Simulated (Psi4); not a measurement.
CuI, singlet, geometry from GFN2-xTB (such geometries of metal compounds can be far from the true shape) (core potentials on I); M06-2X/def2-SVP run with Psi4 1.11.

Psi4 was given this input:
```
memory 2 GB

molecule mol {
0 1
  Cu   -0.000000   -0.000000   -1.554080
  I     0.000000    0.000000    0.850346
}

set basis def2-svp
set reference rks

energy('m06-2x')
print_variables()
```

What the program printed (banner, timings and long lists left out):

```
   => Loading Basis Set <=

    Name: DEF2-SVP
    Role: ORBITAL
    Keyword: BASIS

    !!!  WARNING: ECP capability is in beta. Please check occupations closely.  !!!

         ---------------------------------------------------------
                                   SCF
               by Justin Turney, Rob Parrish, Andy Simmonett
                          and Daniel G. A. Smith
                              RKS Reference
         ---------------------------------------------------------

  ==> Geometry <==

    Molecular point group: c2v
    Full point group: C_inf_v

    Geometry (in Angstrom), charge = 0, multiplicity = 1:

       Center              X                  Y                   Z               Mass
    ------------   -----------------  -----------------  -----------------  -----------------
         CU           0.000000000000     0.000000000000    -1.607363801258    62.929597720000
         I            0.000000000000     0.000000000000     0.797062198742   126.904471900000

  Running in c2v symmetry.

  Rotational constants: A = ************  B =      0.06931  C =      0.06931 [cm^-1]
  Rotational constants: A = ************  B =   2077.95742  C =   2077.95742 [MHz]
  Nuclear repulsion =  159.561357985544163

  Charge       = 0
  Multiplicity = 1
  Electrons    = 54
  Nalpha       = 27
  Nbeta        = 27

  ==> Algorithm <==

  SCF Algorithm Type is DF.
  DIIS enabled.
  MOM disabled.
  Fractional occupation disabled.
  Guess Type is SAD.
  Energy threshold   = 1.00e-06
  Density threshold  = 1.00e-06
  Integral threshold = 1.00e-12

  ==> Primary Basis <==

  Basis Set: DEF2-SVP
    Blend: DEF2-SVP
    Number of shells: 21
    Number of basis functions: 57
    Number of Cartesian functions: 64
    Spherical Harmonics?: true
    Max angular momentum: 3

  Core potential: DEF2-SVP
    Number of shells: 4
    Number of ECP primitives: 29
    Number of ECP core electrons: 28
    Max angular momentum: 3

  ==> DFT Potential <==

   => LibXC <=

    Version 7.1.2
    S. Lehtola, C. Steigemann, M. J. T. Oliveira, and M. A. L. Marques,  SoftwareX 7, 1–5 (2018) (10.1016/j.softx.2017.11.002)

   => Composite Functional: M06-2X <=

    Hybrid M06-2X Meta-GGA XC Functional  (10.1007/s00214-007-0310-x)
    Y. Zhao and D. G. Truhlar,  Theor. Chem. Acc., 120, 215, 2008

    Deriv               =              1
    GGA                 =           TRUE
    Meta                =           TRUE

    Exchange Hybrid     =           TRUE
    MP2 Hybrid          =          FALSE

   => Exchange Functionals <=

    1.0000   XC_HYB_MGGA_X_M06_2X

   => Exact (HF) Exchange <=

    0.5400               HF

   => Correlation Functionals <=

    1.0000   XC_MGGA_C_M06_2X

   => LibXC Density Thresholds  <==

    XC_MGGA_C_M06_2X:  1.00E-12
    XC_HYB_MGGA_X_M06_2X:  1.00E-15

   => Molecular Quadrature <=

    Radial Scheme          =       TREUTLER
    Pruning Scheme         =           NONE
    Nuclear Scheme         =       TREUTLER

    Blocking Scheme        =         OCTREE
    BS radius alpha        =              1
    Pruning alpha          =              1
    Radial Points          =             75
    Spherical Points       =            302
    Total Points           =          43059
    Total Blocks           =            426
    Max Points             =            252
    Max Functions          =             57
    Weights Tolerance      =       1.00E-15

   => Loading Basis Set <=

    Name: (DEF2-SVP AUX)
    Role: JKFIT
    Keyword: DF_BASIS_SCF

  ==> Integral Setup <==

  SCF_SUBTYPE=INCORE selected. In-core MEM_DF algorithm will be used.
  Using in-core AOs.

  ==> MemDFJK: Density-Fitted J/K Matrices <==

    J tasked:                   Yes
    K tasked:                   Yes
    wK tasked:                   No
    Algorithm:                 Core
    Schwarz Cutoff:           1E-12
    Mask sparsity (%):       1.2311
    Fitting Condition:        1E-10

   => Auxiliary Basis Set <=

  Basis Set: (DEF2-SVP AUX)
    Blend: DEF2-UNIVERSAL-JKFIT
    Number of shells: 104
    Number of basis functions: 482
    Number of Cartesian functions: 686
    Spherical Harmonics?: true
    Max angular momentum: 6

  Minimum eigenvalue in the overlap matrix is 3.4827119727E-02.
  Reciprocal condition number of the overlap matrix is 1.0474870086E-02.
    Using symmetric orthogonalization.

  ==> Pre-Iterations <==

  SCF Guess: Superposition of Atomic Densities via on-the-fly atomic UHF (no occupation information).

   -------------------------
    Irrep   Nso     Nmo
   -------------------------
     A1        26      26
     A2         5       5
     B1        13      13
     B2        13      13
   -------------------------
    Total      57      57
   -------------------------

  ==> Iterations <==

                           Total Energy        Delta E     RMS |[F,P]|

   @DF-RKS iter SAD: -1931.86334606330934   -1.93186e+03   0.00000e+00
    Occupation by irrep:
             A1    A2    B1    B2
    DOCC [    14,    1,    6,    6 ]
    NA   [    14,    1,    6,    6 ]
    NB   [    14,    1,    6,    6 ]

   @DF-RKS iter   1: -1935.76604822453100   -3.90270e+00   6.44393e-02 DIIS/ADIIS
    Occupation by irrep:
             A1    A2    B1    B2
    DOCC [    13,    2,    6,    6 ]
    NA   [    13,    2,    6,    6 ]
    NB   [    13,    2,    6,    6 ]

   @DF-RKS iter   2: -1906.48023360518937    2.92858e+01   1.18755e-01 ADIIS
   @DF-RKS iter   3: -1936.18076022725063   -2.97005e+01   7.61216e-02 DIIS/ADIIS
   @DF-RKS iter   4: -1937.83101286618239   -1.65025e+00   1.59858e-02 DIIS/ADIIS
   @DF-RKS iter   5: -1937.90820182398511   -7.71890e-02   1.79413e-03 DIIS/ADIIS
   @DF-RKS iter   6: -1937.91059602087967   -2.39420e-03   1.38671e-03 DIIS/ADIIS
   @DF-RKS iter   7: -1937.91150730429581   -9.11283e-04   3.34504e-04 DIIS/ADIIS
   @DF-RKS iter   8: -1937.91171282835967   -2.05524e-04   9.08807e-05 DIIS
   @DF-RKS iter   9: -1937.91173689732886   -2.40690e-05   2.06597e-05 DIIS
   @DF-RKS iter  10: -1937.91173776133064   -8.64002e-07   8.83367e-06 DIIS
   @DF-RKS iter  11: -1937.91173781827456   -5.69439e-08   1.84794e-06 DIIS
   @DF-RKS iter  12: -1937.91173782004307   -1.76851e-09   2.84772e-07 DIIS
  Energy and wave function converged.

  ==> Post-Iterations <==

   Electrons on quadrature grid:
      Ntotal   =   54.0000024047 ; deviation = 2.405e-06

    Orbital Energies [Eh]
    ---------------------

    Doubly Occupied:

       1A1  -325.045783     2A1   -39.459360     3A1   -34.682660
       1B1   -34.682580     1B2   -34.682580     4A1    -7.048860
       5A1    -5.040563     2B2    -5.033505     2B1    -5.033505
       6A1    -4.519782     7A1    -3.001526     3B1    -2.996784
       3B2    -2.996784     8A1    -2.009304     4B2    -2.006657
       4B1    -2.006657     1A2    -2.000695     9A1    -2.000688
      10A1    -0.725343    11A1    -0.405897     5B1    -0.405215
       5B2    -0.405215     2A2    -0.397409    12A1    -0.397404
      13A1    -0.314743     6B2    -0.279859     6B1    -0.279859

    Virtual:

      14A1    -0.076186    15A1     0.070803     7B2     0.109202
       7B1     0.109202    16A1     0.227293    17A1     0.392388
      18A1     0.476267     8B2     0.482402     8B1     0.482402
      19A1     0.522369     3A2     0.522487     9B2     0.538845
       9B1     0.538845    20A1     0.775428    21A1     1.091496
       4A2     1.091535    10B2     1.169111    10B1     1.169111
      22A1     1.431308    11B2     5.910171    11B1     5.910171
       5A2     5.912272    23A1     5.912330    24A1     5.913983
      12B1     5.915900    12B2     5.915900    13B2    18.660689
      13B1    18.660689    25A1    18.866792    26A1    55.843257

    Final Occupation by Irrep:
             A1    A2    B1    B2
    DOCC [    13,    2,    6,    6 ]
    NA   [    13,    2,    6,    6 ]
    NB   [    13,    2,    6,    6 ]

  @DF-RKS Final Energy: -1937.91173782004307

   => Energetics <=

    Nuclear Repulsion Energy =            159.5613579855441628
    One-Electron Energy =               -3125.4644327372361658
    Two-Electron Energy =                1070.4940257659845884
    DFT Exchange-Correlation Energy =     -42.5026888343354585
    Empirical Dispersion Energy =           0.0000000000000000
    VV10 Nonlocal Energy =                  0.0000000000000000
    Total Energy =                      -1937.9117378200430721

Computation Completed

Properties will be evaluated at   0.000000,   0.000000,   0.000000 [a0]

Properties computed using the SCF density matrix

 Multipole Moments:

 ------------------------------------------------------------------------------------
     Multipole            Electronic (a.u.)      Nuclear  (a.u.)        Total (a.u.)
 ------------------------------------------------------------------------------------

 L = 1.  Multiply by 2.5417464519 to convert [e a0] to [Debye]
 Dipole X            :          0.0000000            0.0000000            0.0000000
 Dipole Y            :          0.0000000            0.0000000            0.0000000
 Dipole Z            :         48.1860301          -50.4311122           -2.2450820
 Magnitude           :                                                    2.2450820

 ------------------------------------------------------------------------------------

  Variable Map:
  ----------------------------------------------------------------------------
  "CURRENT ENERGY"              =>   -1937.911737820043
  "CURRENT REFERENCE ENERGY"    =>   -1937.911737820043
  "DD SOLVATION ENERGY"         =>       0.000000000000
  "DFT FUNCTIONAL TOTAL ENERGY" =>   -1937.911737820043
  "DFT TOTAL ENERGY"            =>   -1937.911737820043
  "DFT VV10 ENERGY"             =>       0.000000000000
  "DFT XC ENERGY"               =>     -42.502688834335
  "GRID ELECTRONS ALPHA"        =>      27.000001202340
  "GRID ELECTRONS BETA"         =>      27.000001202340
  "GRID ELECTRONS TOTAL"        =>      54.000002404681
  "NUCLEAR REPULSION ENERGY"    =>     159.561357985544
  "ONE-ELECTRON ENERGY"         =>   -3125.464432737236
  "PCM POLARIZATION ENERGY"     =>       0.000000000000
  "PE ENERGY"                   =>       0.000000000000
  "SCF ITERATION ENERGY"        =>   -1937.911737820043
  "SCF ITERATIONS"              =>      12.000000000000
  "SCF TOTAL ENERGY"            =>   -1937.911737820043
  "TWO-ELECTRON ENERGY"         =>    1070.494025765985
  "XC GRID RADIAL POINTS"       =>      75.000000000000
  "XC GRID SPHERICAL POINTS"    =>     302.000000000000
  "XC GRID TOTAL POINTS"        =>   43059.000000000000

  Array Variable Map:
  ----------------------------------------------------------------------------
  "CURRENT DIPOLE"              =>       0.000000000000 ... -2.245082026868 1 by 3
  "SCF DIPOLE"                  =>       0.000000000000 ... -2.245082026868 1 by 3
  "SCF TOTAL ENERGIES"          =>   -1931.863346063309 ... -1937.911737820043 1 by 13
```
